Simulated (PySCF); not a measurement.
C2H10GeN2 (SMILES C[N](C)[GeH2][NH2]), singlet, at a GFN2-xTB geometry, atoms displaced at random by about 0.08 Å a coordinate; HF/STO-3G, gradient (PySCF).

Input for PySCF:
```python
from pyscf import gto, scf

mol = gto.M(
    atom='''
Ge    0.687108   -0.511441    0.124695
N     1.761959    0.824562    0.307271
N    -0.876454    0.192030   -0.027646
C    -2.114306   -0.630916    0.076062
C    -1.171798    1.531212   -0.872557
H     0.595047   -1.251642    1.320286
H     1.017472   -1.575478   -1.048595
H     2.670653    0.781633    0.809046
H     2.132980    1.410369   -0.575730
H    -3.187614   -0.114259    0.338674
H    -2.458519   -0.912759   -1.123107
H    -1.952498   -1.536413    0.455255
H    -2.085928    2.084911   -0.192420
H    -1.355230    1.210187   -1.811126
H    -0.394511    2.045293   -0.506057
''',
    basis='sto-3g',
    charge=0,
    spin=0,
    verbose=4,
)

mf = scf.RHF(mol)
mf.conv_tol = 1e-4
mf.kernel()
g = mf.nuc_grad_method()
grad = g.kernel()
```

The log (banner, timings and long lists left out):

```
PySCF version 2.14.0

[INPUT] verbose = 4
[INPUT] num. atoms = 15
[INPUT] num. electrons = 68
[INPUT] charge = 0
[INPUT] spin (= nelec alpha-beta = 2S) = 0
[INPUT] symmetry False subgroup None
[INPUT] Mole.unit = angstrom
[INPUT] Symbol           X                Y                Z      unit          X                Y                Z       unit  Magmom
[INPUT]  1 Ge     0.687108000000  -0.511441000000   0.124695000000 AA    1.298445937998  -0.966483418874   0.235639399103 Bohr   0.0
[INPUT]  2 N      1.761959000000   0.824562000000   0.307271000000 AA    3.329619952713   1.558196352724   0.580658036021 Bohr   0.0
[INPUT]  3 N     -0.876454000000   0.192030000000  -0.027646000000 AA   -1.656258020780   0.362884107700  -0.052243368440 Bohr   0.0
[INPUT]  4 C     -2.114306000000  -0.630916000000   0.076062000000 AA   -3.995459283525  -1.192258447606   0.143736348487 Bohr   0.0
[INPUT]  5 C     -1.171798000000   1.531212000000  -0.872557000000 AA   -2.214377293313   2.893571318648  -1.648893758072 Bohr   0.0
[INPUT]  6 H      0.595047000000  -1.251642000000   1.320286000000 AA    1.124475861244  -2.365260586003   2.494978946098 Bohr   0.0
[INPUT]  7 H      1.017472000000  -1.575478000000  -1.048595000000 AA    1.922743419413  -2.977221935278  -1.981557365588 Bohr   0.0
[INPUT]  8 H      2.670653000000   0.781633000000   0.809046000000 AA    5.046802743748   1.477072299922   1.528875362175 Bohr   0.0
[INPUT]  9 H      2.132980000000   1.410369000000  -0.575730000000 AA    4.030748029175   2.665211144577  -1.087972021696 Bohr   0.0
[INPUT] 10 H     -3.187614000000  -0.114259000000   0.338674000000 AA   -6.023717450829  -0.215918217267   0.640001105511 Bohr   0.0
[INPUT] 11 H     -2.458519000000  -0.912759000000  -1.123107000000 AA   -4.645927582040  -1.724864527732  -2.122364638582 Bohr   0.0
[INPUT] 12 H     -1.952498000000  -1.536413000000   0.455255000000 AA   -3.689686478761  -2.903399784221   0.860307266839 Bohr   0.0
[INPUT] 13 H     -2.085928000000   2.084911000000  -0.192420000000 AA   -3.941832635562   3.939910784093  -0.363621100889 Bohr   0.0
[INPUT] 14 H     -1.355230000000   1.210187000000  -1.811126000000 AA   -2.561013535794   2.286921989509  -3.422532117079 Bohr   0.0
[INPUT] 15 H     -0.394511000000   2.045293000000  -0.506057000000 AA   -0.745517743128   3.865043614490  -0.956309133419 Bohr   0.0

nuclear repulsion = 401.361266076008
number of shells = 30
number of NR pGTOs = 144
number of NR cGTOs = 48
basis = sto-3g
ecp = {}

******** <class 'pyscf.scf.hf.RHF'> ********
method = RHF
initial guess = minao
damping factor = 0
level_shift factor = 0
DIIS = <class 'pyscf.scf.diis.CDIIS'>
diis_start_cycle = 1
diis_space = 8
diis_damp = 0
SCF conv_tol = 0.0001
SCF conv_tol_grad = None
SCF max_cycles = 50
direct_scf = True
direct_scf_tol = 1e-13
Set gradient conv threshold to 0.01
Initial guess from minao.
init E= -2237.51284101072
  HOMO = -0.325091518435601  LUMO = 0.0537752561432023  gap/eV = 10.30949
cycle= 1 E= -2239.59437394418  delta_E= -2.08  |g|= 0.633  |ddm|= 4.52
  HOMO = -0.110541879608405  LUMO = 0.492427343525541  gap/eV = 16.40763
cycle= 2 E= -2239.7328153115  delta_E= -0.138  |g|= 0.194  |ddm|= 1.11
  HOMO = -0.242774023473721  LUMO = 0.44531037566817  gap/eV = 18.72373
cycle= 3 E= -2239.74545355715  delta_E= -0.0126  |g|= 0.0424  |ddm|= 0.319
  HOMO = -0.236925352492688  LUMO = 0.444246510074885  gap/eV = 18.53563
cycle= 4 E= -2239.74630739324  delta_E= -0.000854  |g|= 0.0095  |ddm|= 0.0775
  HOMO = -0.24072992667334  LUMO = 0.44374389804652  gap/eV = 18.62548
cycle= 5 E= -2239.74637004108  delta_E= -6.26e-05  |g|= 0.00243  |ddm|= 0.0282
  HOMO = -0.240232337311794  LUMO = 0.443816786860374  gap/eV = 18.61392
Extra cycle  E= -2239.74637362613  delta_E= -3.59e-06  |g|= 0.000963  |ddm|= 0.00571
converged SCF energy = -2239.74637362613

******** <class 'pyscf.grad.rhf.Gradients'> for <class 'pyscf.scf.hf.RHF'> ********
unit = Eh/Bohr
--------------- RHF gradients ---------------
         x                y                z
0 Ge    -0.0096987822     0.0474679555     0.0394146123
1 N    -0.0849171430    -0.0740037706     0.0657173213
2 N     0.0801661229    -0.0608947096     0.0276805483
3 C     0.1010587269    -0.1056175898     0.1847987551
4 C     0.1054452195     0.0732929632    -0.2221265457
5 H    -0.0075576953     0.0113029722    -0.0146557841
6 H     0.0074412635    -0.0389932419    -0.0348819177
7 H     0.0250664815     0.0155539996    -0.0073333090
8 H     0.0461711197     0.0478037199    -0.0568313005
9 H    -0.0873558543     0.0277558295    -0.0123390233
10 H    -0.0311814765    -0.0141501754    -0.0891883979
11 H    -0.0117713138     0.0909770884    -0.0625208635
12 H    -0.0598830632     0.0484362480     0.0789247984
13 H     0.0135528729    -0.0033731107     0.0889732415
14 H    -0.0865364787    -0.0655581783     0.0143678648
----------------------------------------------
```
